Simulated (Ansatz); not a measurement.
H2Se2, relaxed as a singlet with RKS r2SCAN-D4/def2-TZVP in Ansatz, starting from the GFN2-xTB geometry. Force threshold 0.02 eV/Å.

Start:

Cartesian coordinates in Å:
```
Se -1.077 -0.517 0.345
Se 1.169 -0.145 0.401
H -1.213 -0.649 -1.100
H 1.121 1.312 0.354
```

| step | energy (eV) | largest force component (eV/Å) | SCF passes |
| --- | --- | --- | --- |
| 1 | -130731.4754 | 0.825 | 25 |
| 2 | -130731.5022 | 0.071 | 29 |
| 3 (rejected) | -130731.5017 | 0.061 | 30 |
| 4 | -130731.5028 | 0.008 | 30 |

Force components are those of the run's own axes.

End:

| atom | x (Å) | y (Å) | z (Å) |
| --- | --- | --- | --- |
| Se1 | -1.103 | -0.535 | 0.353 |
| Se2 | 1.197 | -0.148 | 0.416 |
| H3 | -1.218 | -0.640 | -1.112 |
| H4 | 1.124 | 1.322 | 0.343 |

By distances, no bond broke or formed. The bond that changes most is Se1–Se2, from 2.28 to 2.33 Å (atoms count from 1).

No frequencies were taken in this run, so the end may be a saddle point.

Hardware: 4 threads of Intel Xeon on a shared host. Wall time 12 s.
